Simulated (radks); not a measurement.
Species: Kr IX. Configuration: [Ar] 3d10. All-electron calculation, Dirac Kohn-Sham, BLYP, spin-unpolarised, spherical densities, finite nucleus; Fermi nuclear charge, rms radius 4.1884 fm. Program: a radial shooting solver on a logarithmic mesh with Libxc functionals.

Normalised radial functions P(r) = r R(r) (large component), r in bohr:

| r | 2p3/2 | 3s1/2 | 3d5/2 |
|---|---|---|---|
| 0.003129 | 0.0125 | 0.1678 | 0.0000 |
| 0.003914 | 0.0192 | 0.2022 | 0.0000 |
| 0.004936 | 0.0299 | 0.2431 | 0.0001 |
| 0.006225 | 0.0463 | 0.2892 | 0.0002 |
| 0.007788 | 0.0703 | 0.3374 | 0.0004 |
| 0.009822 | 0.1074 | 0.3886 | 0.0007 |
| 0.01239 | 0.1625 | 0.4368 | 0.0014 |
| 0.01562 | 0.2431 | 0.4746 | 0.0026 |
| 0.01954 | 0.3538 | 0.4918 | 0.0049 |
| 0.02465 | 0.5127 | 0.4764 | 0.0093 |
| 0.03108 | 0.7263 | 0.4115 | 0.0173 |
| 0.0392 | 1.0006 | 0.2824 | 0.0316 |
| 0.04904 | 1.3193 | 0.0891 | 0.0554 |
| 0.06185 | 1.6844 | -0.1748 | 0.0967 |
| 0.07799 | 2.0405 | -0.4692 | 0.1633 |
| 0.09836 | 2.3165 | -0.7253 | 0.2656 |
| 0.1231 | 2.4276 | -0.8437 | 0.4068 |
| 0.1552 | 2.3148 | -0.7348 | 0.5996 |
| 0.1957 | 1.9588 | -0.3395 | 0.8296 |
| 0.2448 | 1.4518 | 0.2627 | 1.0584 |
| 0.3088 | 0.8944 | 0.9391 | 1.2544 |
| 0.3894 | 0.4442 | 1.4248 | 1.3517 |
| 0.4911 | 0.1695 | 1.5385 | 1.3092 |
| 0.6144 | 0.0493 | 1.2970 | 1.1357 |
| 0.7748 | 0.0093 | 0.8538 | 0.8613 |
| 0.9771 | 0.0011 | 0.4314 | 0.5588 |
| 1.232 | 0.0001 | 0.1603 | 0.2988 |
| 1.542 | 0.0000 | 0.0435 | 0.1298 |
| 1.944 | 0.0000 | 0.0072 | 0.0404 |

2p3/2: eigenvalue -1768.7 eV, 0 radial nodes, <r> = 0.161 bohr, 90 % of the charge inside 0.263 bohr. 3s1/2: eigenvalue -397.97 eV, 2 radial nodes at r = 0.0533, 0.224 bohr, <r> = 0.528 bohr, 90 % of the charge inside 0.784 bohr. 3d5/2: eigenvalue -214.52 eV, 0 radial nodes, <r> = 0.543 bohr, 90 % of the charge inside 0.881 bohr.
